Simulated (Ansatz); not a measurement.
## Nudged elastic band run: BH4N2Si, charge +1

Input:

```yaml
crystal:
  periodic: [false, false, false]
  atoms:
    - { symbol: B, position_ang: [-1.446402, 1.523414, -0.147751] }
    - { symbol: "N", position_ang: [-0.473996, 0.586506, 0.00703] }
    - { symbol: Si, position_ang: [0.915097, -0.109019, 0.661912] }
    - { symbol: "N", position_ang: [1.485878, -1.612402, 0.118644] }
    - { symbol: H, position_ang: [-1.552104, 2.552948, 0.455815] }
    - { symbol: H, position_ang: [-2.273448, 1.254942, -0.990492] }
    - { symbol: H, position_ang: [2.317749, -2.044035, 0.503218] }
    - { symbol: H, position_ang: [1.027226, -2.152353, -0.608365] }
total_charge: 1
magnetization:
  spin_polarized: true
basis:
  gaussian: { orbitals: "6-31G" }
hamiltonian:
  xc: pbe0
neb:
  order_check: false
  images: 7
  f_tol: 0.05
  max_iterations: 42
  final_atoms:
    - { symbol: B, position_ang: [-1.23650497, 1.39577464, -0.06371958] }
    - { symbol: "N", position_ang: [-0.19441644, 0.58137446, 0.22999063] }
    - { symbol: Si, position_ang: [1.03460311, -0.55676062, 0.45920571] }
    - { symbol: "N", position_ang: [0.96147058, -1.92194408, -0.50515406] }
    - { symbol: H, position_ang: [-1.37565536, 2.44262427, 0.52528124] }
    - { symbol: H, position_ang: [-2.05758219, 1.12437418, -0.90638091] }
    - { symbol: H, position_ang: [2.1334884, -0.41918203, 1.43501606] }
    - { symbol: H, position_ang: [0.73459688, -2.64625982, -1.17422808] }
  initial_path:
    images:
      - { positions_ang: [[-1.446402, 1.523414, -0.147751], [-0.473996, 0.586506, 0.00703], [0.915097, -0.109019, 0.661912], [1.485878, -1.612402, 0.118644], [-1.552104, 2.552948, 0.455815], [-2.273448, 1.254942, -0.990492], [2.317749, -2.044035, 0.503218], [1.027226, -2.152353, -0.608365]] }
      - { positions_ang: [[-1.43311124, 1.53773339, -0.12692482], [-0.5153099, 0.53745805, -0.05683331], [0.80811672, -0.26153104, 0.47473797], [1.51441705, -1.69561384, 0.08536517], [-1.43055255, 2.5104332, 0.52080876], [-2.28932338, 1.36278774, -0.92758204], [2.18215565, -1.68384918, 0.63917179], [1.16360764, -2.30741732, -0.60873251]] }
      - { positions_ang: [[-1.41982048, 1.55205279, -0.10609864], [-0.5566238, 0.48841009, -0.12069663], [0.70113645, -0.41404307, 0.28756394], [1.54295611, -1.77882568, 0.05208634], [-1.30900109, 2.4679184, 0.58580252], [-2.30519877, 1.47063349, -0.86467208], [2.0465623, -1.32366336, 0.77512557], [1.29998929, -2.46248165, -0.60910003]] }
      - { positions_ang: [[-1.40652973, 1.56637218, -0.08527245], [-0.5979377, 0.43936214, -0.18455994], [0.59415617, -0.56655511, 0.10038991], [1.57149516, -1.86203753, 0.01880751], [-1.18744964, 2.4254036, 0.65079628], [-2.32107415, 1.57847923, -0.80176212], [1.91096896, -0.96347754, 0.91107936], [1.43637093, -2.61754597, -0.60946754]] }
      - { positions_ang: [[-1.39323897, 1.58069158, -0.06444627], [-0.6392516, 0.39031419, -0.24842326], [0.4871759, -0.71906715, -0.08678412], [1.60003421, -1.94524937, -0.01447132], [-1.06589818, 2.3828888, 0.71579004], [-2.33694954, 1.68632497, -0.73885216], [1.77537561, -0.60329173, 1.04703315], [1.57275257, -2.7726103, -0.60983505]] }
      - { positions_ang: [[-1.35405547, 1.53446234, -0.0642646], [-0.52804281, 0.43807926, -0.12881979], [0.6240327, -0.67849051, 0.04971333], [1.4403933, -1.93942305, -0.137142], [-1.14333748, 2.39782266, 0.66816284], [-2.2671077, 1.54583727, -0.78073435], [1.86490381, -0.5572643, 1.14402887], [1.36321365, -2.74102268, -0.75093331]] }
      - { positions_ang: [[-1.31487197, 1.48823311, -0.06408292], [-0.41683402, 0.48584432, -0.00921631], [0.7608895, -0.63791388, 0.18621079], [1.28075239, -1.93359672, -0.25981269], [-1.22077677, 2.41275653, 0.62053564], [-2.19726587, 1.40534958, -0.82261654], [1.954432, -0.51123688, 1.2410246], [1.15367472, -2.70943506, -0.89203157]] }
      - { positions_ang: [[-1.27568847, 1.44200387, -0.06390125], [-0.30562523, 0.53360939, 0.11038716], [0.89774631, -0.59733725, 0.32270825], [1.12111149, -1.9277704, -0.38248338], [-1.29821606, 2.4276904, 0.57290844], [-2.12742403, 1.26486188, -0.86449873], [2.0439602, -0.46520945, 1.33802033], [0.9441358, -2.67784744, -1.03312982]] }
      - { positions_ang: [[-1.23650497, 1.39577464, -0.06371958], [-0.19441644, 0.58137446, 0.22999063], [1.03460311, -0.55676062, 0.45920571], [0.96147058, -1.92194408, -0.50515406], [-1.37565536, 2.44262427, 0.52528124], [-2.05758219, 1.12437418, -0.90638091], [2.1334884, -0.41918203, 1.43501606], [0.73459688, -2.64625982, -1.17422808]] }
```

Command:

```bash
$ ansatz run input.yaml --threads 1 --pin off --max-ram 2048MiB --backend cpu --events-out ev --progress --plain --runs-dir out
```

Output, in part (warnings, iteration lines, the closing report on the highest movable image, with atoms numbered from 0):

```
NEB end point (image 0): max|allowed force component| = 1.068e-2 eV/Å (the criterion of neb.relax_end_points is 1.000e-2)
NEB end point (image 8): max|allowed force component| = 1.280e-2 eV/Å (the criterion of neb.relax_end_points is 1.000e-2)
NEB iter   1: max|band force component| = 1.047e1 eV/Å  barrier→ = 5.1967 eV  barrier← = 2.8166 eV  Δτ_max = 0.2000 Å  (1007 SCF iters)
NEB iter   2: max|band force component| = 4.726e0 eV/Å  barrier→ = 4.4986 eV  barrier← = 2.1184 eV  Δτ_max = 0.2000 Å  (322 SCF iters)
NEB iter   3: max|band force component| = 1.969e0 eV/Å  barrier→ = 4.4805 eV  barrier← = 2.1004 eV  Δτ_max = 0.1765 Å  (299 SCF iters)
NEB iter   4: max|band force component| = 1.332e0 eV/Å  barrier→ = 4.0011 eV  barrier← = 1.6210 eV  Δτ_max = 0.1932 Å  (278 SCF iters)
NEB iter   5: max|band force component| = 1.879e0 eV/Å  barrier→ = 4.1672 eV  barrier← = 1.7871 eV  Δτ_max = 0.1009 Å  (275 SCF iters)
NEB iter   6: max|band force component| = 7.763e-1 eV/Å  barrier→ = 4.0177 eV  barrier← = 1.6376 eV  Δτ_max = 0.1104 Å  (268 SCF iters)
NEB iter   7: max|band force component| = 4.729e-1 eV/Å  barrier→ = 3.9685 eV  barrier← = 1.5884 eV  CI = image 4  Δτ_max = 0.0834 Å  (262 SCF iters)
NEB iter   8: max|band force component| = 5.560e-1 eV/Å  barrier→ = 3.9525 eV  barrier← = 1.5724 eV  CI = image 4  Δτ_max = 0.0412 Å  (260 SCF iters)
NEB iter   9: max|band force component| = 3.616e-1 eV/Å  barrier→ = 3.9457 eV  barrier← = 1.5656 eV  CI = image 4  Δτ_max = 0.0815 Å  (291 SCF iters)
NEB iter  10: max|band force component| = 2.165e-1 eV/Å  barrier→ = 3.9261 eV  barrier← = 1.5460 eV  CI = image 4  Δτ_max = 0.0704 Å  (376 SCF iters)
NEB iter  11: max|band force component| = 5.078e-1 eV/Å  barrier→ = 3.8983 eV  barrier← = 1.5182 eV  CI = image 4  Δτ_max = 0.0359 Å  (318 SCF iters)
NEB iter  12: max|band force component| = 5.039e-1 eV/Å  barrier→ = 3.8838 eV  barrier← = 1.5037 eV  CI = image 4  Δτ_max = 0.0721 Å  (289 SCF iters)
NEB iter  13: max|band force component| = 5.415e-1 eV/Å  barrier→ = 3.8613 eV  barrier← = 1.4812 eV  CI = image 4  Δτ_max = 0.0719 Å  (346 SCF iters)
NEB iter  14: max|band force component| = 5.374e-1 eV/Å  barrier→ = 3.8448 eV  barrier← = 1.4647 eV  CI = image 4  Δτ_max = 0.0722 Å  (366 SCF iters)
NEB iter  15: max|band force component| = 4.936e-1 eV/Å  barrier→ = 3.8321 eV  barrier← = 1.4519 eV  CI = image 4  Δτ_max = 0.0955 Å  (277 SCF iters)
NEB iter  16: max|band force component| = 1.571e-1 eV/Å  barrier→ = 3.8253 eV  barrier← = 1.4452 eV  CI = image 4  Δτ_max = 0.0734 Å  (274 SCF iters)
NEB iter  17: max|band force component| = 1.960e-1 eV/Å  barrier→ = 3.8209 eV  barrier← = 1.4408 eV  CI = image 4  Δτ_max = 0.0367 Å  (269 SCF iters)
NEB iter  18: max|band force component| = 2.133e-1 eV/Å  barrier→ = 3.8183 eV  barrier← = 1.4382 eV  CI = image 4  Δτ_max = 0.0183 Å  (284 SCF iters)
NEB iter  19: max|band force component| = 1.954e-1 eV/Å  barrier→ = 3.8174 eV  barrier← = 1.4372 eV  CI = image 4  Δτ_max = 0.0183 Å  (339 SCF iters)
NEB iter  20: max|band force component| = 1.803e-1 eV/Å  barrier→ = 3.8165 eV  barrier← = 1.4364 eV  CI = image 4  Δτ_max = 0.0092 Å  (257 SCF iters)
NEB iter  21: max|band force component| = 1.037e-1 eV/Å  barrier→ = 3.8163 eV  barrier← = 1.4361 eV  CI = image 4  Δτ_max = 0.0183 Å  (284 SCF iters)
NEB iter  22: max|band force component| = 1.052e-1 eV/Å  barrier→ = 3.8157 eV  barrier← = 1.4356 eV  CI = image 4  Δτ_max = 0.0092 Å  (277 SCF iters)
NEB iter  23: max|band force component| = 7.019e-2 eV/Å  barrier→ = 3.8155 eV  barrier← = 1.4354 eV  CI = image 4  Δτ_max = 0.0092 Å  (237 SCF iters)
NEB iter  24: max|band force component| = 4.765e-2 eV/Å  barrier→ = 3.8154 eV  barrier← = 1.4353 eV  CI = image 4  Δτ_max = 0.0000 Å  (805 SCF iters)
Total energy: -11576.50483864 eV, -425.4287059831 hartree
Atom 0 at    -1.406655     1.585617    -0.073027 Å, force     0.007647     0.001081    -0.007372 eV/Å
Atom 1 at    -0.528209     0.545519    -0.151855 Å, force    -0.009324    -0.004377     0.016752 eV/Å
Atom 2 at     0.877038    -0.357370     0.010810 Å, force     0.006090     0.000441    -0.003036 eV/Å
Atom 3 at     1.106480    -2.045112    -0.251505 Å, force     0.003597     0.003522    -0.003747 eV/Å
Atom 4 at    -1.168629     2.642206     0.452567 Å, force    -0.001489     0.000363    -0.000149 eV/Å
Atom 5 at    -2.502799     1.432291    -0.560911 Å, force    -0.001636    -0.000037    -0.002526 eV/Å
Atom 6 at     1.684291    -1.223052     1.110058 Å, force    -0.000747    -0.000002    -0.001154 eV/Å
Atom 7 at     1.938483    -2.580098    -0.536126 Å, force    -0.004138    -0.000990     0.001232 eV/Å
Dipole moment:     0.528596    -0.006509     0.025467 e Å
```

It converged. Neighbouring images differ by up to 2.6 eV, so the band resolves the path poorly. A vibrational analysis at the climbing image gives one clearly imaginary mode, 1459i cm⁻¹: a first-order saddle point. Limits of this set-up: no polarisation functions, the dipole of an ion depends on the origin.

Final band (atoms are numbered from 1 in the order of the input):

```
image  path coordinate (Å)  energy (kJ/mol)  N4–H7 (Å)  Si3–H7 (Å)
    0                 0.00              0.0       1.01        2.40
    1                 0.63              7.2       1.01        2.36
    2                 1.26             29.6       1.01        2.30
    3                 1.88            112.8       1.06        1.99
    4                 2.51            368.1       1.69        1.62
    5                 3.12            276.8       2.30        1.49
    6                 3.74            241.0       2.61        1.48
    7                 4.35            232.2       2.69        1.48
    8                 4.96            229.6       2.72        1.48
```

The run took 16 min on 1 thread of Arm Neoverse N1, with other jobs on the host, peak memory 0.18 GiB.
